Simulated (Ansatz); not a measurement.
```yaml
crystal:
  periodic: [false, false, false]
  atoms:
    - {symbol: Ga, position_ang: [0.126523, 0.211478, -0.001060]}
    - {symbol: H, position_ang: [1.684222, 0.052148, 0.012877]}
    - {symbol: H, position_ang: [-0.750466, 1.508595, -0.020697]}
    - {symbol: Br, position_ang: [-1.060278, -1.772221, 0.008880]}
basis:
  gaussian: {orbitals: "6-31G*"}
hamiltonian: {xc: {name: PBE-QIDH}}
scf: {lower_state_search: light}
output: {forces: true}
```

```sh
$ ansatz run in.yaml --threads 4 --pin off --events-out ev --progress --plain --max-ram 3916MiB
```

Shortened log:

```
Functional definition: PBE-QIDH
706 factors; integrals over basis functions are off by at most 5.5e-4 eV
mean field evaluation 1: about -122403.7485 eV, gradient 1.3e1 eV
mean field evaluation 2: about -122403.7594 eV, gradient 1.3e1 eV
mean field evaluation 4: about -122404.2713 eV, gradient 1.4e0 eV
mean field evaluation 8: about -122404.2766 eV, gradient 1.8e-2 eV
mean field evaluation 16: about -122404.2766 eV, gradient 6.1e-6 eV
mean field -122404.27661410 eV, -4498.2741969696 hartree, gradient 6.1e-6 eV, S^2 0.000000; 0 other end points of the search recorded, 0 dependent functions left out
18 core orbitals not correlated: weight in the atoms' cores, before any rotation towards them, 1.000 or more for the frozen orbitals, at most 0.000 for the correlated occupied ones
reference -122404.27662486 eV, -4498.2741973649 hartree; 16, 16 occupied and 40, 40 virtual orbitals, 706 factors
second order -15.24539173 eV of doubles, -0.00000000 eV of singles
Total energy: -122409.35842210 eV, -4498.4609499689 hartree
Atom 0 at     0.126523     0.211478    -0.001060 Å, force    -0.080057    -0.133812     0.000670 eV/Å
Atom 1 at     1.684222     0.052148     0.012877 Å, force    -0.165302     0.026922    -0.001577 eV/Å
Atom 2 at    -0.750466     1.508595    -0.020697 Å, force     0.101889    -0.132914     0.002108 eV/Å
Atom 3 at    -1.060278    -1.772221     0.008880 Å, force     0.143469     0.239804    -0.001202 eV/Å
Dipole moment:     0.236638     0.395532    -0.001982 e Å
```

Run time 1.6 s (4 threads of Arm Neoverse V2 on a shared host).

The 6-31G sets use Cartesian d functions. Correlated methods freeze 18 core orbitals; core or outer-core shells of Ga, Br are correlated, in sets that lack core-valence functions.
